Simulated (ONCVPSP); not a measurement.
## Before and after: ONCV potential for Cd

- Element: cadmium (Cd)
- Generator: ONCVPSP 4.0.1
- Type: optimised norm-conserving Vanderbilt (ONCV)
- Functional: PBE
- Relativity: scalar-relativistic
- Frozen core: [Kr]
- Valence charge: 12
- Reference configuration: 4d10 5s2
- Partial waves: 5s: rc 2.15 bohr, ncon 5, nbas 8, qcut 3 1/bohr, 1 projector; p scattering state at 0.39 Ha: rc 2.20 bohr, ncon 4, nbas 9, qcut 4.1 1/bohr, 1 projector; 4d: rc 1.30 bohr, ncon 4, nbas 7, qcut 6.2 1/bohr, local
- Local potential: the d channel
- Core correction: none

All-electron outer shells of the reference configuration (PBE, scalar-relativistic, ld1.x):

```tsv
shell	level (eV)	outermost node (bohr)	outermost maximum (bohr)
4p	-66.97	0.43	0.84
4d	-11.73	0.42	0.98
5s	-5.66	1.07	2.35
```

Change: d: nproj 1; local potential polynomial inside 0.90 bohr (lpopt 4, dvloc0 6 Ha).

Cutoffs: the cutoffs (Ha) at which the residual kinetic energy of the hardest occupied pseudo-wave falls to 1 and 0.1 mHa per electron; they do not see the model core or the augmentation charge, which bear on the density cutoff. Errors are all-electron minus pseudo energies relative to the spin-unpolarised reference configuration.

How do hardness, ghosts and transferability respond?

The potential gets neither clearly harder nor softer (93 Ha and 108 Ha → 93 Ha and 108 Ha); both files keep a bound ghost (p, s); of the 3 tests that both files solve, the error grows in 0 and shrinks in 1 by more than 15 % and 0.3 meV (median size 12.0 → 13.3 meV).

```tsv
quantity	base	changed
cutoff, loose	93 Ha	93 Ha
cutoff, tight	108 Ha	108 Ha
bound ghosts	s, p	s, p
GHOST(+) flags under 300 eV	none	none
tests with a reliable result	3 of 4	3 of 4
error for 4d10 5s1, meV [ΔE 9.27 eV]	+3.2	+2.5
error for 4d10 5s0, meV [ΔE 26.40 eV]	+27	+27
error for 4d10 5s0 5p2, meV [ΔE 9.67 eV]	-12	+13
s: phases at 2.18 bohr within 0.05 rad from the reference energy up to (Ha; the scan ends near 5)	0.7	1.4
p: phases at 2.23 bohr within 0.05 rad from the reference energy up to (Ha; the scan ends near 5)	3.1	2.8
d: phases at 1.32 bohr within 0.05 rad from the reference energy up to (Ha; the scan ends near 5)	4.1	to the end of the scan
```

 A true bound ghost makes a file unfit for plane-wave use even where its test errors are small: the radial tests pick states by their node count and pass the ghost by.
